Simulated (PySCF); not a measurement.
**Electron correlation in S+ (sulfur, charge +1)**

[Ne] 3s2 3p3, high-spin 4S determinant. Computed with PySCF 2.14 in cc-pV(D+d)Z, with no relativity, point nucleus. Frozen: [Ne]; 5 electrons correlated.

MP2 pair energies summed by pair of shells (mhartree):

```
 pair  energy  share (%)
3s-3p  -45.24       64.7
3p-3p  -16.86       24.1
3s-3s   -7.82       11.2
```

Total MP2 correlation energy: -69.92 mhartree.

Same-spin part -18.91 and opposite-spin part -51.01 mhartree; SCS-MP2 scales them by 1/3 and 6/5 to -67.51 mhartree.

```csv
level,correlation energy (mhartree)
CCSD,-89.95
(T),-1.08
CCSD(T),-91.03
```

Diagnostics: T1 = 0.0024, D1 = 0.0060, largest double amplitude 0.066.

Cost of the coupled-cluster step: 0.12 s of wall time on 1 thread of Neoverse-V1 (shared host), for 5 correlated electrons.

Iterations:

```
CC2 = 0
CCSD nocc = (np.int64(4), np.int64(1)), nmo = (18, 18)
frozen orbitals [[0, 1, 2, 3, 4], [0, 1, 2, 3, 4]]
max_cycle = 100
direct = 0
conv_tol = 1e-08
conv_tol_normt = 1e-06
diis_space = 8
diis_start_cycle = 0
Init t2, MP2 energy = -0.0699192403044245
Init E_corr(UCCSD) = -0.0699192403163006
cycle = 1  E_corr(UCCSD) = -0.0852914745259365  dE = -0.0153722342  norm(t1,t2) = 0.0422225
cycle = 2  E_corr(UCCSD) = -0.0886963671046973  dE = -0.00340489258  norm(t1,t2) = 0.0118398
cycle = 3  E_corr(UCCSD) = -0.0899689190595584  dE = -0.00127255195  norm(t1,t2) = 0.00405071
cycle = 4  E_corr(UCCSD) = -0.0899477835657612  dE = 2.11354938e-05  norm(t1,t2) = 0.000459666
cycle = 5  E_corr(UCCSD) = -0.0899490846963411  dE = -1.30113058e-06  norm(t1,t2) = 3.824e-05
cycle = 6  E_corr(UCCSD) = -0.089948421188441  dE = 6.635079e-07  norm(t1,t2) = 7.11136e-06
cycle = 7  E_corr(UCCSD) = -0.0899487661722644  dE = -3.44983823e-07  norm(t1,t2) = 1.15272e-06
cycle = 8  E_corr(UCCSD) = -0.0899486774696357  dE = 8.87026287e-08  norm(t1,t2) = 2.06623e-07
cycle = 9  E_corr(UCCSD) = -0.0899486833725356  dE = -5.90289995e-09  norm(t1,t2) = 3.19209e-08
UCCSD converged
E(UCCSD) = -397.2487571520131  E_corr = -0.08994868337253564
UCCSD(T) correction = -0.00108406902498114
```
